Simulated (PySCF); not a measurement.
`InChI=1S/C4H9P.Al.3H/c1-4-5(2)3;;;;/h4H,1H2,2-3H3;;;;`

Molfile (atoms numbered from 1):
```
C4H12AlP
     RDKit          3D

 18 17  0  0  0  0  0  0  0  0999 V2000
    1.3867   -2.1290    0.3618 C   0  0  0  0  0  0  0  0  0  0  0  0
    0.9388   -1.2142   -0.5011 C   0  0  0  0  0  0  0  0  0  0  0  0
   -0.1312    0.1861   -0.1053 P   0  0  0  0  0  0  0  0  0  0  0  0
   -1.5838   -0.0455   -1.1899 C   0  0  0  0  0  0  0  0  0  0  0  0
   -0.7490   -0.1140    1.5823 C   0  0  0  0  0  0  0  0  0  0  0  0
    0.9134    2.4008   -0.3834 Al  0  0  0  0  0  4  0  0  0  0  0  0
    2.0831   -2.9099    0.0427 H   0  0  0  0  0  0  0  0  0  0  0  0
    1.0929   -2.1375    1.4155 H   0  0  0  0  0  0  0  0  0  0  0  0
    1.2817   -1.2324   -1.5430 H   0  0  0  0  0  0  0  0  0  0  0  0
   -2.2846    0.7849   -1.0202 H   0  0  0  0  0  0  0  0  0  0  0  0
   -2.0829   -1.0062   -0.9969 H   0  0  0  0  0  0  0  0  0  0  0  0
   -1.2558   -0.0053   -2.2388 H   0  0  0  0  0  0  0  0  0  0  0  0
   -1.2175   -1.1049    1.6768 H   0  0  0  0  0  0  0  0  0  0  0  0
    0.0821   -0.0219    2.2960 H   0  0  0  0  0  0  0  0  0  0  0  0
   -1.4854    0.6675    1.8194 H   0  0  0  0  0  0  0  0  0  0  0  0
    1.3823    2.2908   -1.9178 H   0  0  0  0  0  0  0  0  0  0  0  0
   -0.4103    3.2690   -0.0782 H   0  0  0  0  0  0  0  0  0  0  0  0
    2.0309    2.3284    0.7688 H   0  0  0  0  0  0  0  0  0  0  0  0
  1  2  2  0
  2  3  1  0
  3  4  1  0
  3  5  1  0
  3  6  1  0
  1  7  1  0
  1  8  1  0
  2  9  1  0
  4 10  1  0
  4 11  1  0
  4 12  1  0
  5 13  1  0
  5 14  1  0
  5 15  1  0
  6 16  1  0
  6 17  1  0
  6 18  1  0
M  CHG  2   3   1   6  -1
M  END
```

Method: PySCF, GIAO KT3/pcSseg-1 magnetisability, rotational g tensor and spin-rotation constants, non-relativistic, gas phase. Geometry: PBE0-D3(BJ)/def2-SVP.

(1) Give the nuclear spin-rotation constants along the inertial axes (H = +C I·J) beside the isotropic shieldings.

(2) How do the rotational constants and the g tensor change when H7, H8, H9, H10, H11, H12, H13, H14, H15, H16, H17, H18 are replaced by deuterium?

Results:

(1) Rotational constants 2.5819, 1.4727, 1.3121 GHz. A star marks the isotopologue with that one atom substituted, in its own axes.
| atom | isotope | Caa (kHz) | Cbb (kHz) | Ccc (kHz) | mean (kHz) | σ (ppm) |
| --- | --- | --- | --- | --- | --- | --- |
| P3 | 31P | 3.868 | 2.067 | 1.938 | 2.624 | 370.9 |
| Al6 | 27Al | 1.380 | 0.749 | 0.663 | 0.931 | 467.7 |
| H7 | 1H | -0.066 | -0.048 | -0.072 | -0.062 | 25.4 |
| H8 | 1H | -0.248 | -0.151 | 0.103 | -0.099 | 25.8 |
| H9 | 1H | -0.262 | -0.138 | 0.111 | -0.096 | 25.1 |
| H10 | 1H | -0.138 | -0.069 | -0.128 | -0.111 | 29.9 |
| H11 | 1H | -0.022 | -0.117 | -0.149 | -0.096 | 30.2 |
| H12 | 1H | -0.290 | -0.145 | 0.021 | -0.138 | 29.8 |
| H13 | 1H | -0.017 | -0.134 | -0.137 | -0.096 | 30.2 |
| H14 | 1H | -0.296 | -0.047 | -0.064 | -0.136 | 29.8 |
| H15 | 1H | -0.170 | -0.080 | -0.103 | -0.117 | 30.0 |
| H16 | 1H | -0.166 | -0.104 | 0.020 | -0.083 | 27.8 |
| H17 | 1H | -0.102 | -0.021 | -0.087 | -0.070 | 27.8 |
| H18 | 1H | -0.172 | -0.027 | -0.048 | -0.082 | 27.9 |
| C1 | 13C* | 0.720 | 0.333 | 0.534 | 0.529 | 60.5 |
| C2 | 13C* | 0.724 | 0.359 | 0.562 | 0.549 | 53.2 |
| C4 | 13C* | 0.368 | 0.201 | 0.187 | 0.252 | 169.1 |

For the geometry as given, no vibrational averaging.

(2) Constants 2.0147, 1.2323, 1.1104 GHz; g -0.0150, -0.0097, -0.0138, against -0.0188, -0.0117, -0.0161 before.
